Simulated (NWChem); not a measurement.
Program: NWChem. System: HBF₂S, charge 0, spin multiplicity 1, at a geometry optimised with PBE0/def2-SVP. The structure started from a generated list of species. Level: EOM-CCSD/6-31+G* (spherical d), 8 core orbitals frozen.

Output (cleaned and shortened):

```
             Northwest Computational Chemistry Package (NWChem) 7.3.0
             --------------------------------------------------------

                                NWChem Input Module
                                -------------------

 Scaling coordinates for geometry "geometry" by  1.889725989
 (inverse scale =  0.529177249)

 Turning off AUTOSYM since
 SYMMETRY directive was detected!

                             Geometry "geometry" -> ""
                             -------------------------

 Output coordinates in angstroms (scale by  1.889725989 to convert to a.u.)

  No.       Tag          Charge          X              Y              Z
 ---- ---------------- ---------- -------------- -------------- --------------
    1 B                    5.0000    -0.11626400     0.45075600     0.00000000
    2 F                    9.0000    -1.36663000     0.86450800     0.00000000
    3 F                    9.0000     0.84355400     1.35617400     0.00000000
    4 S                   16.0000     0.23225800    -1.31741700     0.00000000
    5 H                    1.0000     1.57287200    -1.16125200     0.00000000

 Effective nuclear repulsion energy (a.u.)     145.0614125757

            Nuclear Dipole moment (a.u.)
            ----------------------------
        X                 Y               Z
 ---------------- ---------------- ----------------
    -0.0000075589    -0.0000113384     0.0000000000

      Symmetry information
      --------------------

 Group name             Cs
 Group number              2
 Group order               2
 No. of unique centers     5

      Symmetry unique atoms

     1    2    3    4    5


 Summary of "ao basis" -> "" (spherical)
 ------------------------------------------------------------------------------
       Tag                 Description            Shells   Functions and Types
 ---------------- ------------------------------  ------  ---------------------
 *                          6-31+g*                   on all atoms

 Summary of "ao basis" -> "ao basis" (spherical)
 ------------------------------------------------------------------------------
       Tag                 Description            Shells   Functions and Types
 ---------------- ------------------------------  ------  ---------------------
 B                          6-31+g*                  8       18   4s3p1d
 F                          6-31+g*                  8       18   4s3p1d
 S                          6-31+g*                 10       22   5s4p1d
 H                          6-31+g*                  2        2   2s

                                 NWChem SCF Module
                                 -----------------

  ao basis        = "ao basis"
  functions       =    78
  atoms           =     5
  closed shells   =    20
  open shells     =     0
  charge          =   0.00
  wavefunction    = RHF
  use symmetry    = T
  symmetry adapt  = T

 Summary of "ao basis" -> "ao basis" (spherical)
 ------------------------------------------------------------------------------
       Tag                 Description            Shells   Functions and Types
 ---------------- ------------------------------  ------  ---------------------
 B                          6-31+g*                  8       18   4s3p1d
 F                          6-31+g*                  8       18   4s3p1d
 S                          6-31+g*                 10       22   5s4p1d
 H                          6-31+g*                  2        2   2s

      Symmetry analysis of basis
      --------------------------

        a'         57
        a"         21

 Forming initial guess at       0.0s

      Superposition of Atomic Density Guess
      -------------------------------------

 Sum of atomic energies:        -621.24089286

      Non-variational initial energy
      ------------------------------

 Total energy =    -622.313706
 1-e energy   =   -1148.760738
 2-e energy   =     381.385619
 HOMO         =      -0.344074
 LUMO         =       0.030658

      Symmetry analysis of molecular orbitals - initial
      -------------------------------------------------

  Numbering of irreducible representations:

     1 a'          2 a"

  Orbital symmetries:
[...]
 Iteration  16 using   32 trial vectors
   0.0001702064457   0.2511136306123    6.83315
   0.0013710713171   0.2821050065249    7.67647     0.9     0.9

 Iteration  17 using   34 trial vectors
   0.0000936202793   0.2511125761238    6.83312
   0.0009314379608   0.2821019860031    7.67639     0.9     0.9

 Iteration  18 using   36 trial vectors
   0.0000485810995   0.2511129210264    6.83313
   0.0005775354009   0.2820968955020    7.67625     1.0     1.0

 Iteration  19 using   38 trial vectors
   0.0000259781163   0.2511130624008    6.83314
   0.0003199198671   0.2820968492099    7.67625     1.0     1.0

 Iteration  20 using   40 trial vectors
   0.0000115808185   0.2511129347710    6.83313
   0.0001497029164   0.2820974837224    7.67627     1.0     1.0

 Iteration  21 using   42 trial vectors
   0.0000045270528   0.2511129354889    6.83313
   0.0000629525254   0.2820974533669    7.67627     0.9     0.9

 Iteration  22 using   43 trial vectors
   0.0000024554012   0.2511129458309    6.83313
   0.0000283921454   0.2820975535721    7.67627     0.6     0.6

 Iteration  23 using   44 trial vectors
   0.0000020995420   0.2511129437505    6.83313
   0.0000142499368   0.2820976733719    7.67627     0.6     0.6

 Iteration  24 using   45 trial vectors
   0.0000020773016   0.2511129435458    6.83313
   0.0000073938499   0.2820976941322    7.67627     0.6     0.6
 --------------------------------------------------------------
 Iterations converged
 ------------------

 Excited state root  1
 Excitation energy / hartree =        0.251112943545759
                   / eV      =        6.833133772660584
 largest EOMCCSD amplitudes: R1 and R2

 Singles contributions
    21a'  (alpha) ---    20a"  (alpha)        0.7053251938
    22a'  (alpha) ---    20a"  (alpha)       -0.1120774497
    25a'  (alpha) ---    20a"  (alpha)       -0.2034592491
    26a'  (alpha) ---    20a"  (alpha)        0.2423674433
    28a'  (alpha) ---    20a"  (alpha)        0.5263790489

 Doubles contributions
 ------------------

 Excited state root  2
 Excitation energy / hartree =        0.282097694132210
                   / eV      =        7.676272093928214
 largest EOMCCSD amplitudes: R1 and R2

 Singles contributions
    21a'  (alpha) ---    20a"  (alpha)        0.5187777190
    25a'  (alpha) ---    20a"  (alpha)        0.4018973129
    26a'  (alpha) ---    20a"  (alpha)       -0.1711989262
    28a'  (alpha) ---    20a"  (alpha)       -0.4770945440
    30a'  (alpha) ---    20a"  (alpha)        0.4049198399
    31a'  (alpha) ---    20a"  (alpha)       -0.1921046878

 Doubles contributions

 No. of initial left vectors    2

 EOM-CCSD left-hand side iterations
 --------------------------------------------------------------
      Residuum       Omega / hartree  Omega / eV    Cpu    Wall
 --------------------------------------------------------------

 Iteration   1 using    2 trial vectors
   0.4425290176764   0.3486410495485    9.48701
   0.4578831723282   0.4174848102407   11.36034     1.3     1.3

 Iteration   2 using    4 trial vectors
   0.1026685350985   0.2763730892018    7.52050
   0.0909736295992   0.3430849246168    9.33582     1.3     1.3

 Iteration   3 using    6 trial vectors
   0.0836035397708   0.2681644159830    7.29713
   0.0751892212000   0.3367221535444    9.16268     1.3     1.3

 Iteration   4 using    8 trial vectors
   0.0513875854256   0.2602623034244    7.08210
   0.0634368084355   0.3295041456474    8.96627     1.3     1.3

 Iteration   5 using   10 trial vectors
   0.0327861068635   0.2559372986174    6.96441
   0.0660772098018   0.3198993112980    8.70491     1.3     1.3

 Iteration   6 using   12 trial vectors
   0.0330064026549   0.2543220700437    6.92046
   0.0784709366490   0.3143671255221    8.55437     1.4     1.4

 Iteration   7 using   14 trial vectors
   0.0335999952147   0.2528733708056    6.88104
   0.1021197294751   0.2983262543993    8.11787     1.4     1.4

 Iteration   8 using   16 trial vectors
   0.0208895898977   0.2518377534180    6.85286
   0.0618663250908   0.2880978063893    7.83954     1.5     1.5

 Iteration   9 using   18 trial vectors
   0.0127352929431   0.2513768555273    6.84032
   0.0390157085345   0.2846449514706    7.74559     1.5     1.5

 Iteration  10 using   20 trial vectors
   0.0078255644828   0.2512401123140    6.83659
   0.0258869510478   0.2831525595094    7.70498     1.6     1.6

 Iteration  11 using   22 trial vectors
   0.0040301103349   0.2511656685238    6.83457
   0.0148806540437   0.2824576743545    7.68607     1.7     1.7

 Iteration  12 using   24 trial vectors
   0.0020189342863   0.2511334055656    6.83369
   0.0085485631925   0.2822759067382    7.68112     1.7     1.7

 Iteration  13 using   26 trial vectors
   0.0011516730020   0.2511150024429    6.83319
   0.0059468466087   0.2821754046302    7.67839     1.8     1.8

 Iteration  14 using   28 trial vectors
   0.0006068414654   0.2511109271386    6.83308
   0.0037116056754   0.2821132506325    7.67670     1.9     1.9

 Iteration  15 using   30 trial vectors
   0.0002999885201   0.2511140580602    6.83316
   0.0020913385841   0.2821001918559    7.67634     2.0     2.0

 Iteration  16 using   32 trial vectors
   0.0001764721397   0.2511140720430    6.83316
   0.0014423230166   0.2821072115494    7.67653     2.1     2.1

 Iteration  17 using   34 trial vectors
   0.0000966634543   0.2511119435562    6.83311
   0.0009763723293   0.2821021784750    7.67639     2.1     2.1

 Iteration  18 using   36 trial vectors
   0.0000499234206   0.2511128112100    6.83313
   0.0006036100954   0.2820953302194    7.67621     2.3     2.3

 Iteration  19 using   38 trial vectors
   0.0000262003884   0.2511132290177    6.83314
   0.0003308953901   0.2820968910787    7.67625     2.4     2.4

 Iteration  20 using   40 trial vectors
   0.0000116264558   0.2511129468341    6.83313
   0.0001557428527   0.2820976815016    7.67627     2.5     2.5

 Iteration  21 using   42 trial vectors
   0.0000045868407   0.2511129580631    6.83313
   0.0000674493136   0.2820975797811    7.67627     2.6     2.6

 Iteration  22 using   43 trial vectors
   0.0000024570430   0.2511129844114    6.83313
   0.0000319923975   0.2820976337839    7.67627     2.0     2.0

 Iteration  23 using   44 trial vectors
   0.0000020787797   0.2511129813961    6.83313
   0.0000170664318   0.2820977284041    7.67627     2.1     2.1

 Iteration  24 using   45 trial vectors
   0.0000020662228   0.2511129812374    6.83313
   0.0000091781694   0.2820977475540    7.67627     2.1     2.1
 --------------------------------------------------------------
 Iterations converged

 Excited state root  1
 Excitation energy / hartree =        0.251112943545759
                   / eV      =        6.833133772660584

 EOM-CCSD transition moments / hartree
 --------------------------------------------
 X    0.0000000 Y    0.0000000 Z    0.5445093
 Oscillator Strength                0.0496351
 --------------------------------------------

 EOM-CCSD dipole moments / hartree & Debye
 ------------------------------------
   X         0.4040880      1.0270971
   Y         0.3436629      0.8735105
   Z         0.0000000      0.0000000
 Total       0.5304633      1.3483134
 ------------------------------------

 Singles contributions
    21a'  (alpha) ---    20a"  (alpha)        0.7053251938
    22a'  (alpha) ---    20a"  (alpha)       -0.1120774497
    25a'  (alpha) ---    20a"  (alpha)       -0.2034592491
    26a'  (alpha) ---    20a"  (alpha)        0.2423674433
    28a'  (alpha) ---    20a"  (alpha)        0.5263790489

 Doubles contributions

 Excited state root  2
 Excitation energy / hartree =        0.282097694132210
                   / eV      =        7.676272093928214

 Task  times  cpu:      153.0s     wall:      153.0s

 Total times  cpu:      153.0s     wall:      153.0s
```

**Question.** Write an NWChem input that would produce this output.

**Answer.** One answer among several that fit: 
```
start mol
memory heap 100 mb stack 700 mb global 1900 mb
geometry units angstroms nocenter noautoz
  B     -0.116264     0.450756     0.000000
  F     -1.366630     0.864508     0.000000
  F      0.843554     1.356174     0.000000
  S      0.232258    -1.317417     0.000000
  H      1.572872    -1.161252     0.000000
  symmetry group Cs
end
basis spherical
  * library 6-31+g*
end
scf
  rhf
  nopen 0
  maxiter 100
  thresh 1e-7
  semidirect memsize 60000000 filesize 0
end
tce
  freeze core 8
  ccsd
  nroots 2
  2eorb
  2emet 13
  thresh 1e-5
  maxiter 200
  tilesize 24
  dipole
end
task tce energy
```
